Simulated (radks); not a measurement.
Task: Eu V, configuration [Kr] 4d10 4f5 5s2 5p5 5f1 (not the ground configuration). All-electron calculation, Dirac Kohn-Sham, LDA (Slater exchange, Perdew-Zunger correlation), spin-unpolarised, spherical densities, point nucleus; open shells fill j = l - 1/2 first. Program: a radial shooting solver on a logarithmic mesh with Libxc functionals.

Spin-orbit splittings of the eigenvalues, e(l+1/2) - e(l-1/2), with zeta = 2 splitting/(2l+1) and mean radii in bohr:

shell  occ.  splitting (eV)  zeta (eV)  <r> j=l-1/2  <r> j=l+1/2
2p        6           647.2      431.5      0.07910      0.08583
3p        6           131.8      87.89       0.2390       0.2519
3d       10           28.70      11.48       0.2237       0.2277
4p        6           29.56      19.70       0.5769       0.6059
4d       10               ?          ?       0.6417       0.6518
4f        5          0.7496     0.2142       0.8087       0.8161
5p        5           4.935      3.290        1.422        1.493
5d        0          0.6198     0.2479        1.890        1.916
5f        1         0.04827    0.01379        3.330        3.342
6p        0           1.120     0.7468        3.140        3.258
6f        0         0.02490   0.007113        6.100        6.115

Estimate the 4d splitting.

Result: 5.360 eV (zeta = 2.144 eV).
